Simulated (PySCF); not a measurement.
The 29-electron isoelectronic series, non-relativistic

All values are computed (PySCF 2.14, energy differences of UHF-based or UKS calculations, no spin-orbit coupling). Each ion has its own even-tempered basis scaled to its charge (18s12p9d5f4g for the first); frozen: [Ne]. Ionisation energies in eV, correlation energies of the ion in mhartree.

```csv
ion,configuration,UHF,LDA,PBE,PBE0,r2SCAN,MP2 (outer shells),E_corr MP2,"NIST (with spin-orbit, Breit and QED)"
Ag¹⁸⁺,[Ar] 3d10 4s1 (2S),488.03,491.94,492.00,491.14,489.69,489.24,n/a,500.87 ± 0.16 (s)
Cs²⁶⁺,[Ar] 3d10 4s1 (2S),884.18,888.83,889.22,888.10,885.77,885.42,n/a,916.1 ± 0.5 (s)
Nd³¹⁺,[Ar] 3d10 4s1 (2S),1187.1,1192.2,1192.8,1191.5,1188.7,1188.3,-839.0,1238.42 ± 0.17 (s)
Gd³⁵⁺,[Ar] 3d10 4s1 (2S),1460.0,1465.4,1466.1,1464.7,1461.5,1461.2,-839.9,1532.3 ± 0.3 (s)
Dy³⁷⁺,[Ar] 3d10 4s1 (2S),1606.7,1612.2,1613.1,1611.6,1608.2,1607.9,-840.6,1691.7 ± 0.3 (s)
Er³⁹⁺,[Ar] 3d10 4s1 (2S),1760.2,1765.9,1766.8,1765.3,1761.7,1761.4,-841.0,1858.5 ± 0.5 (s)
Yb⁴¹⁺,[Ar] 3d10 4s1 (2S),1920.5,1926.4,1927.4,1925.8,1922.1,1921.7,-841.5,2036.4 ± 1 (s)
Hf⁴³⁺,[Ar] 3d10 4s1 (2S),2087.6,2093.6,2094.7,2093.1,2089.2,2088.9,-842.4,2218.9 ± 1.1 (s)
W⁴⁵⁺,[Ar] 3d10 4s1 (2S),2261.8,2267.9,2269.1,2267.4,2263.4,2263.0,-842.9,2414.1 ± 0.4 (s)
Os⁴⁷⁺,[Ar] 3d10 4s1 (2S),2442.5,2448.8,2450.0,2448.3,2444.0,2443.7,-843.6,2615.5 ± 1.4 (s)
```

Each ion has its own basis, which adds noise of up to about 0.1 % along the series.

NIST values marked (s) are semi-empirical, (t) theoretical. Open shells are high-spin determinants of the terms that Hund's rules give.

All relativistic terms are absent from the calculated values; where these lie close to NIST, scalar and spin-orbit shifts of opposite sign can cancel.
